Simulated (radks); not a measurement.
Values are calculated unless marked as measured or tabulated.
Q: Ionisation of the iridium ion Ir3+, [Xe] 4f14 5d6, to Ir4+, [Xe] 4f14 5d5, under several functionals. Scalar-relativistic Kohn-Sham, spin-unpolarised, spherical densities, finite nucleus; a radial shooting solver on a logarithmic mesh with Libxc functionals. Known Delta-SCF values: LDA (Slater exchange, VWN5 correlation) 43.892 eV. What does LDA (Slater exchange, Perdew-Wang correlation) give, and what is its highest occupied eigenvalue?

A: 43.886 eV by Delta-SCF; the 5d eigenvalue is -37.192 eV. NIST: 40 eV (theoretical).

Beside tabulated values, note that spin-unpolarised runs miss the spin-polarisation part of the exchange energy of open shells.
